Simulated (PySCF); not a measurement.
F2In, charge +1, singlet, geometry from GFN2-xTB (such geometries of metal compounds can be far from the true shape) (all electrons, no relativity). Base run: R2SCAN/3-21G run with PySCF.

The PySCF input:
```python
from pyscf import gto, scf, dft

mol = gto.M(
    atom='''
In    0.000000    0.000000    0.000000
F     0.000000    0.000000    2.027818
F    -0.000000   -0.000000   -2.027818
''',
    basis='3-21g',
    charge=1,
    spin=0,
    verbose=4,
    symmetry=True,
)

mf = dft.RKS(mol)
mf.xc = 'r2scan'
mf.kernel()
mf.analyze()
```

Each row names what was changed in the base input (with any setting that the change needs).

```csv
change,ΔE vs base (mEh),point group used,SCF cycles
base,0.000,Dooh,8
symmetry = off,0.000,C1,8
symmetry_subgroup = D2h,0.000,D2h,8
symmetry_subgroup = C2v,0.000,C2v,8
```
